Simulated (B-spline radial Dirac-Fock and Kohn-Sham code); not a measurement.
**K-line shifts caused by a second vacancy in Tb⁴⁺**

System: Tb⁴⁺, [Xe] 4f7.

The run's input, task.json:

```json
{"items": [{
  "Z": 65,
  "q": 4,
  "cfg": [[1, 0, 2], [2, 0, 2], [2, 1, 6], [3, 0, 2], [3, 1, 6], [3, 2, 10], [4, 0, 2], [4, 1, 6], [4, 2, 10], [4, 3, 7], [5, 0, 2], [5, 1, 6]],
  "A": 159,
  "rrms": 5.06,
  "do": ["binding", "quiet", "double"]
}]}
```

Command: `python xray_run.py task.json out`

These are calculated numbers from a B-spline atomic structure program; the model is Dirac-Fock (average of configuration) total-energy differences with a finite nucleus, the Breit interaction including its frequency dependence, and self-energy and vacuum-polarisation corrections. Each two-hole energy is an average over J within one jj subconfiguration, not an observable level; in light atoms, where LS coupling holds, the j-resolved values are not observed lines, and for a K spectator the Kα1 hypersatellite is nearly forbidden. Correlation and solid-state effects are left out.

Lines without a spectator: Kα2 (K-L2) 43740.4 eV, Kα1 (K-L3) 44478.2 eV, Kβ3 (K-M2) 50222.9 eV, Kβ1 (K-M3) 50377.6 eV. Shifts in eV with one spectator hole (a dash: not computed, or left out as unreliable):

```
spectator hole     Kα2     Kα1      Kβ3      Kβ1
        K (1s)  +813.3  +859.4  +1047.8  +1058.3
    L2 (2p1/2)   +98.4  +128.9        –   +256.5
    L3 (2p3/2)   +82.9   +87.5   +207.1        –
    M2 (3p1/2)       –  +18.64    +38.4    +45.7
    M3 (3p3/2)  +11.52       –    +35.2    +35.2
    M4 (3d3/2)   +3.52   +0.15        –        –
    M5 (3d5/2)   -1.11   +2.08        –        –
```
